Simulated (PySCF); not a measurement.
C4H4N, SMILES C1=C[N]C=C1 (connectivity only; charge and spin as stated), charge -1, multiplicity 1.

The structure is a stationary point at PBE-D3(BJ)/def2-SVPD. The multiplicity is an assumed one; other spin states were not compared. The isomer is the one that the SMILES or the coordinates give; other isomers of the formula were not compared.

The numbers are results of PBE-D3(BJ)/def2-SVPD (PySCF), not measurements.

Frequencies are harmonic and unscaled.

Computed vibrational spectrum:
```csv
mode,ν (cm⁻¹),IR (km/mol),moving atoms (share of kinetic energy)
1,607,0.0,"C 79 %, H 21 %"
2,627,115.6,"H 83 %, C 17 %"
3,660,0.0,"H 76 %, C 24 %"
4,663,0.0,"C 46 %, N 42 %, H 13 %"
5,727,23.7,"H 83 %, C 17 %"
6,749,0.0,"H 79 %, C 21 %"
7,841,7.3,"C 41 %, N 34 %, H 25 %"
8,858,0.0,"C 86 %, H 11 %"
9,977,26.8,"H 72 %, N 17 %, C 12 %"
10,988,7.4,"H 74 %, C 24 %"
11,1068,12.4,"H 69 %, C 31 %"
12,1162,0.6,"C 75 %, N 16 %, H 9 %"
13,1191,0.1,"H 75 %, N 16 %, C 8 %"
14,1288,2.4,"C 50 %, N 39 %, H 11 %"
15,1372,0.1,"C 90 %, H 9 %"
16,1417,9.1,"C 81 %, H 19 %"
17,1422,30.3,"C 61 %, H 28 %, N 11 %"
18,3048,68.6,H 92 %
19,3054,44.2,"H 92 %, C 8 %"
20,3080,133.0,"H 92 %, C 8 %"
21,3102,59.0,"H 90 %, C 10 %"
```
